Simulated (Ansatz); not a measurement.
Reaction (redistribution): `NB(F)[SiH3]` + `C[N]([SiH2]Cl)[GeH2][Cl]` → `C[SiH2]B(N)F` + `Cl[SiH2][NH][GeH2][Cl]`

Gas-phase electronic energies from Ansatz, PBE0-D4/def2-TZVP geometries. CCSD(T)/CBS is the MP2 limit (def2-TZVPP, def2-QZVPP) plus CCSD(T) − MP2 in def2-TZVPP, frozen cores. Functionals use def2-TZVPP. For Ge outer-core shells are correlated without core-valence functions, which leaves a few kJ/mol of doubt a bond. Scalar relativity is left out up to krypton. One conformer a species, not always the lowest.

**Question.** Is it downhill or uphill in electronic energy at CCSD(T)/CBS, and by how much? (Estimate.)

**Answer.** Ansatz gave: Downhill: ΔE = -18.0 kcal/mol.

**Question.** What do these levels give: r2SCAN-D4, B2PLYP, PBE, MP2/def2-TZVPP, CCSD/def2-TZVPP, MP2/CBS(def2)? (An estimate is asked.)

**Answer.** Computed: r2SCAN-D4 -18.8, B2PLYP -18.4, PBE -18.5, MP2/def2-TZVPP -17.9, CCSD/def2-TZVPP -17.7, MP2/CBS(def2) -18.6 kcal/mol.

Largest T1 diagnostic among the species: 0.013.

In def2-TZVPP, CCSD(T) changes the Hartree–Fock value by +1.6 kcal/mol (the triples alone add +0.4 kcal/mol) and MP2 by +1.1 kcal/mol. The D4 term adds +1.6 kcal/mol with B3LYP and +0.9 kcal/mol with PBE0; it sums over pairs of atoms, weighted by their polarisabilities, and B3LYP, whose exchange is more repulsive, gets the larger term.

B3LYP here is the variant with VWN-RPA as its local correlation; programs differ in this.
